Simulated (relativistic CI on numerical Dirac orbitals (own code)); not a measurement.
## How well does a small relativistic CI reproduce Cu V?

Method of calculation: Dirac-Coulomb-Breit CI, separate exchange-only KLI orbitals for each configuration, a model potential for QED, valence Slater integrals scaled by 0.85, P86 correlation energy added to each configuration (own radial code, finite nucleus).

CI space (outside the closed core [Ne]): 3s²3p⁶3d⁷, 3s²3p⁶3d⁶4s, 3s²3p⁶3d⁶4p, 3s²3p⁵3d⁸, 3s²3p⁶3d⁶4d, 3s²3p⁶3d⁶5s, 3s²3p⁶3d⁶5p, 3s²3p⁶3d⁵4s², 3s²3p⁶3d⁶4f, 3s²3p⁶3d⁶5d, 3s²3p⁶3d⁶6s, 3s²3p⁶3d⁶6p, 3s²3p⁶3d⁵4s4p, 3s²3p⁶3d⁶5f, 3s²3p⁶3d⁶5g, 3s²3p⁴3d⁹, 3s²3p⁶3d⁶6d, 3s3p⁶3d⁸, 3s²3p⁶3d⁵4p², 3s²3p⁶3d⁵4s4d. Levels of other configurations are missing.

```csv
Configuration,Term (tabulated),J,Measured (cm⁻¹),Computed,Error,Purity (%)
3s²3p⁶3d⁷,4F,9/2,0.0,0,0,99
3s²3p⁶3d⁷,4F,7/2,1615.9,1577,-39,100
3s²3p⁶3d⁷,4F,5/2,2759.3,2686,-74,99
3s²3p⁶3d⁷,4F,3/2,3528.1,3428,-100,99
3s²3p⁶3d⁷,4P,5/2,20826.8,19355,-1472,99
3s²3p⁶3d⁷,4P,3/2,21065.9,19487,-1579,86
3s²3p⁶3d⁷,4P,1/2,21935.1,20405,-1530,94
3s²3p⁶3d⁷,2G,9/2,22575.3,21149,-1426,97
3s²3p⁶3d⁷,2G,7/2,24099.8,22614,-1486,100
3s²3p⁶3d⁷,2P,3/2,27015.9,24472,-2544,73
3s²3p⁶3d⁷,2P,1/2,28366.6,25792,-2575,94
3s²3p⁶3d⁷,2H,11/2,30401.7,29334,-1068,100
3s²3p⁶3d⁷,2D2,5/2,30966.0,27701,-3265,98
3s²3p⁶3d⁷,2H,9/2,31823.4,30703,-1121,97
3s²3p⁶3d⁷,2D2,3/2,33292.4,30116,-3177,85
3s²3p⁶3d⁷,2F,5/2,49490.0,46586,-2904,99
3s²3p⁶3d⁷,2F,7/2,50071.9,47158,-2914,99
3s²3p⁶3d⁷,2D1,3/2,76838.2,70574,-6265,99
3s²3p⁶3d⁷,2D1,5/2,77668.0,71475,-6193,99
3s²3p⁶3d⁶4s,6D,9/2,187779.4,190842,3063,99
3s²3p⁶3d⁶4s,6D,7/2,188832.7,191871,3038,99
3s²3p⁶3d⁶4s,6D,5/2,189586.9,192611,3024,99
3s²3p⁶3d⁶4s,6D,3/2,190100.3,193116,3016,99
3s²3p⁶3d⁶4s,6D,1/2,190400.3,193412,3012,99
3s²3p⁶3d⁶4s,4D,7/2,199441.3,201596,2154,99
3s²3p⁶3d⁶4s,4D,5/2,200648.2,202779,2131,99
3s²3p⁶3d⁶4s,4D,3/2,201412.8,203533,2120,99
3s²3p⁶3d⁶4s,4D,1/2,201849.7,203965,2115,99
3s²3p⁶3d⁶4s,4H,13/2,220207.8,220511,303,99
3s²3p⁶3d⁶4s,4H,11/2,220622.8,220941,318,97
3s²3p⁶3d⁶4s,4H,9/2,220938.1,221297,359,95
3s²3p⁶3d⁶4s,4H,7/2,221271.9,221605,333,96
3s²3p⁶3d⁶4s,4P,3/2,221664.1,225441,3777,91
3s²3p⁶3d⁶4s,4F,9/2,222401.3,224472,2070,87
3s²3p⁶3d⁶4s,4F,7/2,222885.7,224990,2105,89
3s²3p⁶3d⁶4s,4F,5/2,223214.2,225384,2170,94
3s²3p⁶3d⁶4s,4P,1/2,223375.5,227054,3678,97
3s²3p⁶3d⁶4s,4F,3/2,223476.5,225701,2225,99
3s²3p⁶3d⁶4s,4G,11/2,226310.8,228197,1886,70
3s²3p⁶3d⁶4s,2P,3/2,226888.8,230261,3372,91
3s²3p⁶3d⁶4s,4G,9/2,227542.6,228711,1168,86
3s²3p⁶3d⁶4s,4G,7/2,228020.3,229026,1006,83
3s²3p⁶3d⁶4s,4G,5/2,228105.3,229109,1003,88
3s²3p⁶3d⁶4s,2F,7/2,229587.5,231105,1517,83
3s²3p⁶3d⁶4s,2P,1/2,229773.6,232986,3212,95
3s²3p⁶3d⁶4s,2F,5/2,230531.7,232179,1648,93
3s²3p⁶3d⁶4s,2G,9/2,234036.4,234439,402,96
3s²3p⁶3d⁶4s,2G,7/2,235052.5,235527,474,92
3s²3p⁶3d⁶4s,4D,3/2,236039.8,237871,1831,98
3s²3p⁶3d⁶4s,4D,5/2,236058.9,237896,1837,98
3s²3p⁶3d⁶4s,4D,1/2,236108.8,237932,1824,98
3s²3p⁶3d⁶4s,4D,7/2,236331.2,238128,1797,99
3s²3p⁶3d⁶4s,2I,13/2,238233.6,236873,-1360,99
3s²3p⁶3d⁶4s,2I,11/2,238305.2,236950,-1355,99
3s²3p⁶3d⁶4s,2G,9/2,239540.9,239709,168,97
3s²3p⁶3d⁶4s,2G,7/2,239614.5,239808,193,95
3s²3p⁶3d⁶4s,2D,5/2,243140.4,244474,1334,99
3s²3p⁶3d⁶4s,2D,5/2,246476.5,250068,3592,98
3s²3p⁶3d⁶4s,2D,3/2,246624.3,250147,3523,98
3s²3p⁶3d⁶4s,2F,7/2,256272.5,257809,1536,97
3s²3p⁶3d⁶4s,2F,5/2,256272.9,257835,1562,97
3s²3p⁶3d⁶4s,4F,3/2,265691.5,266535,844,99
3s²3p⁶3d⁶4s,4F,9/2,265752.4,266578,826,99
3s²3p⁶3d⁶4s,4F,5/2,265886.0,266730,844,97
```

Measured levels from Sugar and Musgrove, J. Phys. Chem. Ref. Data 19, 527 (1990); pairs were made by configuration, J and term (by order where the table uses no LS term), so strongly mixed levels may be paired wrongly.

Mean error by configuration (cm⁻¹): 3s²3p⁶3d⁷ -2207; 3s²3p⁶3d⁶4s 1682. Over the excited levels the mean absolute error is 1918 cm⁻¹ (63 of the 63 excited levels that our extract of the source holds in range could be paired), and the median relative error of those above 1,000 cm⁻¹ is 1.1 %.
